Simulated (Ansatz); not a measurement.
Calculated with Ansatz (gas phase, PBE0-D4/def2-TZVP geometries, no zero-point term in ΔE). CCSD(T)/CBS adds triple-zeta CCSD(T) − MP2 to the extrapolated MP2 energy (def2 sets, frozen cores). For Ge outer-core shells are correlated without core-valence functions, which leaves a few kJ/mol of doubt a bond. Scalar relativity is left out up to krypton. Each species was taken in one conformer, which may not be the lowest.

`O[SiH2][SiH](O)Cl` + `F[SiH](Cl)[S][GeH3]` → `O[SiH2][S][GeH3]` + `O[Si@H](Cl)[Si@H](F)Cl`  (redistribution)

| species | MP2/def2-TZVPP energy (Eh) |
| --- | --- |
| `O[SiH2][SiH](O)Cl` | -1191.16950 |
| `F[SiH](Cl)[S][GeH3]` | -3324.34789 |
| `O[SiH2][S][GeH3]` | -2841.14839 |
| `O[Si@H](Cl)[Si@H](F)Cl` | -1674.36813 |

(1) Work out ΔE.

Largest T1 diagnostic among the species: 0.012.

## Answers

(1) ΔE = (-2841.14839) + (-1674.36813) − (-1191.16950) − (-3324.34789) = 0.00087 Eh = +2.3 kJ/mol. CCSD(T)/CBS gives +1.6 kJ/mol.

In def2-TZVPP, CCSD(T) changes the Hartree–Fock value by +4.9 kJ/mol (the triples alone add +0.4 kJ/mol) and MP2 by +5.8 kJ/mol.
